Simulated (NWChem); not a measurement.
Program: NWChem. System: H$_{6}$BP, charge 0, spin multiplicity 1, at a geometry optimised with PBE/def2-SVP. The structure started from a generated list of species. Level: TPSS/def2-TZVPD.

Input file:

```
start mol
memory heap 200 mb stack 900 mb global 1100 mb
geometry units angstroms nocenter noautoz
  B     -0.849487     1.083560     0.000000
  H     -0.559887     1.680685     1.032773
  H     -0.559887     1.680685    -1.032773
  H     -1.967844     0.577265     0.000000
  P      0.337188    -0.430131     0.000000
  H      1.747096    -0.193353     0.000000
  H      0.265070    -1.355559    -1.087377
  H      0.265070    -1.355559     1.087377
  symmetry group Cs
end
basis spherical
  * library def2-tzvpd
end
dft
  xc xtpss03 ctpss03
  semidirect memsize 60000000 filesize 0
  iterations 100
  grid fine
end
task dft energy
```

NWChem printed:

```
             Northwest Computational Chemistry Package (NWChem) 7.3.0
             --------------------------------------------------------

                                NWChem Input Module
                                -------------------

 Scaling coordinates for geometry "geometry" by  1.889725989
 (inverse scale =  0.529177249)

 Turning off AUTOSYM since
 SYMMETRY directive was detected!

                             Geometry "geometry" -> ""
                             -------------------------

 Output coordinates in angstroms (scale by  1.889725989 to convert to a.u.)

  No.       Tag          Charge          X              Y              Z
 ---- ---------------- ---------- -------------- -------------- --------------
    1 B                    5.0000    -0.84948700     1.08356000     0.00000000
    2 H                    1.0000    -0.55988700     1.68068500     1.03277300
    3 H                    1.0000    -0.55988700     1.68068500    -1.03277300
    4 H                    1.0000    -1.96784400     0.57726500     0.00000000
    5 P                   15.0000     0.33718800    -0.43013100     0.00000000
    6 H                    1.0000     1.74709600    -0.19335300     0.00000000
    7 H                    1.0000     0.26507000    -1.35555900    -1.08737700
    8 H                    1.0000     0.26507000    -1.35555900     1.08737700

 Effective nuclear repulsion energy (a.u.)      58.8924672259

            Nuclear Dipole moment (a.u.)
            ----------------------------
        X                 Y               Z
 ---------------- ---------------- ----------------
     0.0000056692    -0.0000018897     0.0000000000

      Symmetry information
      --------------------

 Group name             Cs
 Group number              2
 Group order               2
 No. of unique centers     6

      Symmetry unique atoms

     1    2    4    5    6    7


 Summary of "ao basis" -> "" (spherical)
 ------------------------------------------------------------------------------
       Tag                 Description            Shells   Functions and Types
[...]
              MO Center= -1.1D+00,  8.8D-01,  9.0D-11, r^2= 2.2D+00
   Bfn.  Coefficient  Atom+Function         Bfn.  Coefficient  Atom+Function
  ----- ------------  ---------------      ----- ------------  ---------------
    57      0.260647  4 H  s                  7     -0.221634  1 B  px
     8     -0.173816  1 B  py                56      0.159896  4 H  s
    10     -0.152443  1 B  px                58      0.136438  4 H  s
    39     -0.130380  2 H  s                 48     -0.130380  3 H  s
    11     -0.119571  1 B  py               109      0.081581  6 H  s

 Vector   14  Occ=0.000000D+00  E=-2.462518D-02  Symmetry=a'
              MO Center=  7.3D-01, -9.3D-01,  1.3D-12, r^2= 7.8D+00
   Bfn.  Coefficient  Atom+Function         Bfn.  Coefficient  Atom+Function
  ----- ------------  ---------------      ----- ------------  ---------------
     5      4.254614  1 B  s                 70     -3.092151  5 P  s
    14     -1.302595  1 B  py                13      1.021231  1 B  px
    84     -0.756307  5 P  py                83      0.593125  5 P  px
     6     -0.590023  1 B  s                 40     -0.503223  2 H  s
    49     -0.503223  3 H  s                 58     -0.503153  4 H  s

 Vector   15  Occ=0.000000D+00  E=-1.750644D-02  Symmetry=a'
              MO Center=  3.8D-01, -4.7D-01, -1.9D-10, r^2= 3.9D+00
   Bfn.  Coefficient  Atom+Function         Bfn.  Coefficient  Atom+Function
  ----- ------------  ---------------      ----- ------------  ---------------
    80      0.328683  5 P  px               114     -0.313892  6 H  px
   109     -0.265848  6 H  s                 81      0.257707  5 P  py
   110      0.235208  6 H  s                100     -0.215819  5 P  d  2
    98      0.180022  5 P  d  0             125     -0.162687  7 H  pz
   134      0.162687  8 H  pz                58      0.136586  4 H  s

 Vector   16  Occ=0.000000D+00  E=-1.750259D-02  Symmetry=a"
              MO Center=  3.6D-01, -4.8D-01,  1.9D-10, r^2= 3.9D+00
   Bfn.  Coefficient  Atom+Function         Bfn.  Coefficient  Atom+Function
  ----- ------------  ---------------      ----- ------------  ---------------
    82      0.417683  5 P  pz                97      0.283147  5 P  d -1
   124     -0.239170  7 H  py               133      0.239170  8 H  py
   118      0.230248  7 H  s                127     -0.230248  8 H  s
   119     -0.203711  7 H  s                128      0.203711  8 H  s
    92      0.150103  5 P  d -1             125     -0.145319  7 H  pz

 center of mass
 --------------
 x =   0.01081944 y =  -0.01382061 z =   0.00000000

 moments of inertia (a.u.)
 ------------------
         117.695883006566          66.887065947551           0.000000000000
          66.887065947551          84.813742801557           0.000000000000
           0.000000000000           0.000000000000         170.132824004170

     Multipole analysis of the density
     ---------------------------------

     L   x y z        total         alpha         beta         nuclear
     -   - - -        -----         -----         ----         -------
     0   0 0 0      0.000000    -13.000000    -13.000000     26.000000

     1   1 0 0      0.925962      0.462978      0.462978      0.000006
     1   0 1 0     -1.181106     -0.590552     -0.590552     -0.000002
     1   0 0 1      0.000000      0.000000      0.000000      0.000000

     2   2 0 0    -18.382146    -32.413352    -32.413352     46.444557
     2   1 1 0      1.260124     20.007144     20.007144    -38.754165
     2   1 0 1      0.000000      0.000000      0.000000      0.000000
     2   0 2 0    -19.001412    -42.248806    -42.248806     65.496199
     2   0 1 1     -0.000000     -0.000000     -0.000000      0.000000
     2   0 0 2    -17.394173    -16.728442    -16.728442     16.062710

 Task  times  cpu:       11.1s     wall:       11.1s

 Total times  cpu:       11.2s     wall:       11.2s
```
